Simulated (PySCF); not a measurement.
How the method changes the constants of CsI

State: ¹Σ⁺ (singlet), closed shell. Set-up: PySCF, scalar-relativistic core potentials, basis sets Cs def2-SVP with ECP46, I def2-SVP with ECP28. De refers to Cs + I in their high-spin ground configurations, without counterpoise correction. A positive dipole means Cs(−)I(+).

```csv
Level,Re (Å),ωe (cm⁻¹),De (eV),μ (D),"CPU s a point (SCF and correlation, without the integrals)"
RHF,3.487,111,2.76,-13.22,0.061
RHF-MP2,3.430,118,3.29,n/a,0.11
RHF-SCS-MP2,3.441,116,3.24,n/a,n/a
RHF-CCSD,3.437,117,3.14,n/a,n/a
RHF-CCSD(T),3.433,117,3.16,n/a,2.7
PBE,3.386,117,3.46,-11.23,0.55
PBEsol,3.350,121,3.61,-11.08,0.4
r²SCAN,3.403,117,3.62,-12.08,0.75
M06-L,3.429,115,3.89,-12.17,0.82
PBE0,3.383,118,3.51,-11.84,1
LC-ωPBE,3.389,119,3.60,-12.53,0.67
B2PLYP,3.416,117,3.37,-12.30,0.56
```

Task: Which functional lies closest to RHF-CCSD(T) in De, which farthest, and by how much do they differ from it?

Result: Closest is B2PLYP (-1.7 pm in Re, +0.0 % in ωe, +0.21 eV in De against RHF-CCSD(T) in the same basis), farthest M06-L (-0.4 pm in Re, -1.7 % in ωe, +0.73 eV in De). CCSD(T) converges more slowly with the basis than the functionals do and binds too weakly in this one, so the order can change at the basis-set limit.

Task: What does a quarter of exact exchange do here, going from PBE to PBE0?

Result: PBE0 less PBE: -0.3 pm in Re, +0.9 % in ωe, +0.05 eV in De. Exact exchange removes part of the self-interaction that spreads semilocal densities, and in most molecules shortens and stiffens the bond and lowers De; here De goes the other way.

Task: What does second-order correlation do here, going from RHF to RHF-MP2?

Result: RHF-MP2 less RHF: -5.7 pm in Re, +6.3 % in ωe, +0.53 eV in De. Correlation nearly always deepens the well. The bond shortens, as in weak, metallic or heavy-atom bonds, where dispersion and the correlation of outer-core electrons pull the atoms together.

Measured (Huber and Herzberg, Constants of Diatomic Molecules (1979)): Re = 3.315192 Å, ωe = 119.178 cm⁻¹.

Correlated steps freeze 4 core orbitals. Correlated levels converge slowly with the basis: in double zeta they bind strong bonds too weakly, by up to about 1 eV, and carry superposition errors of some tenths. Spin–orbit coupling is left out, which matters for elements this heavy, above all for dissociation energies. Where the molecule has an RHF reference, its open-shell atoms are computed with UHF. B2PLYP dipoles, levels and charges come from its SCF part alone.

The whole job (state search and all levels along the bond) took about 1.6 min on 1 thread of Arm Neoverse V1 (shared host), peak memory 0.57 GiB.
